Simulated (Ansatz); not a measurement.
`BC(C)(C)F` and `BC(C)C` differ in one atom or group.

Ansatz, PBE0-D4/def2-TZVP geometries, multiplicity 1. 

| property | `BC(C)(C)F` |
| --- | --- |
| HOMO energy (ωB97M-V/def2-TZVPP) / eV | -10.76 |
| zero-point energy (PBE0-D4/def2-TZVP) / kJ/mol | 276.1 |
| size of the dipole moment (ωB97M-V/def2-TZVPP) / D | 1.88 |
| ideal-gas entropy at 298 K and 1 bar (rigid rotor, harmonic PBE0-D4/def2-TZVP) / J/(mol·K) | 333 |
| HOMO–LUMO gap (ωB97M-V/def2-TZVPP) / eV | 11.02 |
| HOMO energy (PBE/def2-TZVPP) / eV | -6.89 |

(1) Give the same properties after the change, and the shifts. (Best estimate.)

## Answers

(1) Computed: 
```
                                                                                  property  `BC(C)C`  shift
                                                     HOMO energy (ωB97M-V/def2-TZVPP) / eV    -10.65   0.11
                                            zero-point energy (PBE0-D4/def2-TZVP) / kJ/mol     296.4   20.3
                                        size of the dipole moment (ωB97M-V/def2-TZVPP) / D      0.66  -1.22
ideal-gas entropy at 298 K and 1 bar (rigid rotor, harmonic PBE0-D4/def2-TZVP) / J/(mol·K)       307    -26
                                                   HOMO–LUMO gap (ωB97M-V/def2-TZVPP) / eV     11.32   0.30
                                                         HOMO energy (PBE/def2-TZVPP) / eV     -7.01  -0.12
```

With PBE0 the HOMO rises by 0.07 eV and the LUMO rises by 0.47 eV, so the gap widens by about 0.40 eV. PBE moves the HOMO by -0.12 eV and ωB97M-V by 0.11 eV. Dipoles are sizes alone; their direction can turn. Modes under 60 cm⁻¹, often nearly free rotors, make the harmonic entropy too high.
